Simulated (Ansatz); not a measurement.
Reading a saddle point

A first-order saddle point of SnAsNH8, closed shell, PBE0-D4/def2-TZVP, with one imaginary mode of 353i cm⁻¹:

```
11
angstrom
Sn -0.7151 -0.3661 -1.1332
N 1.2388 0.2275 -0.4923
H -0.3591 -0.8090 -2.7497
H -1.1868 -1.7038 -0.2213
H -1.6755 1.0222 -1.0859
H 0.9422 0.4852 0.6126
As -0.0754 0.6717 2.3499
H 1.9292 -0.5202 -0.5189
H 1.6188 1.0322 -0.9876
H -1.4696 0.8013 1.7292
H -0.2474 -0.8409 2.4972
```

Program: Ansatz 0.2.0. Basis: def2-TZVPP and def2-QZVPP. Cores are frozen in the correlated methods. Filled d shells of the heavier atoms are correlated. Core potentials replace the inner electrons of the atoms past krypton. The def2 sets are not built for correlating such inner shells, so the correlated values are less sure here. Extrapolation: Hartree–Fock as exp(−7.88 √X), correlation as X^−2.97.

Question: Which contacts change along the imaginary mode, and what lies on either side? (Judge from chemistry; the calculation decides.)

Answer: By the calculation: The step is SnNH₅ ([NH2][SnH3]) + AsH₃ → SnAsH₅ ([AsH2][SnH3]) + NH₃, with the molecules in contact on both sides. Shortening one way: Sn1–As7, N2–H6; lengthening the same way: Sn1–N2, H6–As7.
```json
{"pair": "Sn1–As7", "one side (Å)": "4.39", "saddle (Å)": "3.69", "other side (Å)": "2.60"}
{"pair": "N2–H6", "one side (Å)": "2.61", "saddle (Å)": "1.17", "other side (Å)": "1.01"}
{"pair": "Sn1–N2", "one side (Å)": "2.04", "saddle (Å)": "2.14", "other side (Å)": "3.18"}
{"pair": "H6–As7", "one side (Å)": "1.52", "saddle (Å)": "2.02", "other side (Å)": "3.39"}
```

Question: Which side is lower, and how far does the saddle lie above each? (To be estimated.)

Answer: Computed: The side with Sn1–As7, N2–H6 short is lower by 79.0 kJ/mol; the saddle lies 166.0 kJ/mol above it and 87.0 kJ/mol above the other (CCSD(T) at an estimated basis limit (MP2 extrapolated from triple and quadruple zeta, plus CCSD(T) − MP2 in triple zeta); electronic energies).

No T1 diagnostic of these runs exceeds 0.014.

Labels in which every atom is bracketed show which atoms are joined, not bond orders.

For scale, one of the runs: CCSD(T)/def2-TZVPP, 241 basis functions, launched by `ansatz run in.yaml --threads 8 --pin off --events-out ev --progress --plain --max-ram 19148MiB`. The run took 2.8 min on 8 CPU threads of an Intel Xeon (shared host), with 5.2 GiB of host memory at its peak.
